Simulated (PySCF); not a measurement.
**Working out the ionisation energy of Ti⁷⁺**

Ti⁷⁺ [Ne] 3s2 3p3 (4S) → Ti⁸⁺ [Ne] 3s2 3p2 (3P). Calculation: PySCF 2.14, in an uncontracted even-tempered set (19 s from 0.32 bohr⁻², ratio 2.5; 12 p from 0.42 bohr⁻², ratio 2.5; 5 d from 2.8 bohr⁻², ratio 2.7; 5 f from 4.2 bohr⁻², ratio 2.7); scalar relativity by spin-free X2C-1e. Frozen: 1s2; the 22 highest virtual orbitals dropped. Energies in hartree (1 hartree = 27.21139 eV):

```json
{"part": "UHF", "Ti⁷⁺ (lower)": "-836.489820", "Ti⁸⁺ (upper)": "-830.300915"}
{"part": "CCSD correlation", "Ti⁷⁺ (lower)": "-0.459322", "Ti⁸⁺ (upper)": "-0.443240"}
{"part": "(T)", "Ti⁷⁺ (lower)": "-0.003301", "Ti⁸⁺ (upper)": "-0.003229"}
```

Task: What does Hartree-Fock give?

Result: (-830.300915) − (-836.489820) = 6.188905 hartree = 168.409 eV.

Task: What do CCSD and CCSD(T) give?

Result: The CCSD correlation energies differ by 0.016082 hartree = 0.438 eV and the triples by 0.000072 hartree = 0.002 eV, so CCSD gives 168.847 eV and CCSD(T) 168.849 eV.

A first-order spin-orbit estimate adds -0.558 eV to CCSD(T) (outer shells), giving 168.291 eV against 170.5 ± 0.4 eV (semi-empirical (NIST evaluation); NIST Atomic Spectra Database, ionization energies).

What remains against the reference includes basis incompleteness, the frozen core and higher excitations.
